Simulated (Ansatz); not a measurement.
Total energies of `BN([SiH3])[SiH2][SiH3]`.

Cartesian coordinates in Å:
```
B 0.222 -0.614 -1.541
N -0.130 -0.773 -0.189
Si -0.910 -2.255 0.343
Si 0.152 0.500 0.995
Si 0.706 2.535 -0.015
H 0.022 -1.502 -2.322
H 0.723 0.412 -1.915
H -0.509 -2.506 1.752
H -2.388 -2.110 0.295
H -0.485 -3.379 -0.523
H 1.224 0.070 1.936
H -1.090 0.651 1.805
H 0.750 3.565 1.061
H 2.038 2.480 -0.672
H -0.324 2.927 -1.011
```

The species carries charge 0 and has multiplicity 1. The structure was optimised at the PBE0-D4/def2-TZVP level. It is one conformer, not always the lowest. Basis def2-TZVPP, the Gaussian-basis code of Ansatz.

RPA on PBE orbitals: Hartree–Fock energy of these orbitals -951.80969 Eh, correlation -1.30256 Eh (frozen core).

```tsv
functional	energy without D4 (Eh)	D4 term (kJ/mol)
HSE06 (plane-wave form)	-953.70017	-31.5
B2PLYP	-953.76446	–
```

**Question.** Give the same for LDA (SPW92), PBE, revPBE, BLYP, r2SCAN, B97M-V, PBE0, B3LYP, r2SCANh, r2SCAN0, BHLYP, CAM-B3LYP, LC-ωPBE, ωB97X-V, ωB97M-V, PBE-QIDH. (Best estimate.)

**Answer.** Ansatz gave: 
| functional | energy without D4 (Eh) | D4 term (kJ/mol) |
| --- | --- | --- |
| LDA (SPW92) | -949.90090 | – |
| PBE | -953.61631 | -39.0 |
| revPBE | -953.98491 | -106.8 |
| BLYP | -954.14015 | -83.6 |
| r2SCAN | -954.07026 | -9.8 |
| B97M-V | -953.98614 | – |
| PBE0 | -953.72591 | -33.5 |
| B3LYP | -954.28439 | -63.0 |
| r2SCANh | -954.06360 | -10.6 |
| r2SCAN0 | -954.05488 | -11.7 |
| BHLYP | -954.16447 | -51.3 |
| CAM-B3LYP | -954.17841 | -34.5 |
| LC-ωPBE | -953.87821 | – |
| ωB97X-V | -954.05000 | – |
| ωB97M-V | -954.08267 | – |
| PBE-QIDH | -953.46460 | – |

B3LYP takes the VWN-RPA correlation (the form of Gaussian; ORCA's B3LYP/G). HSE06 is the plane-wave form, built on full-range PBE exchange. The double hybrids freeze the cores in their second-order part.

LC-ωPBE has ω = 0.4 bohr⁻¹.
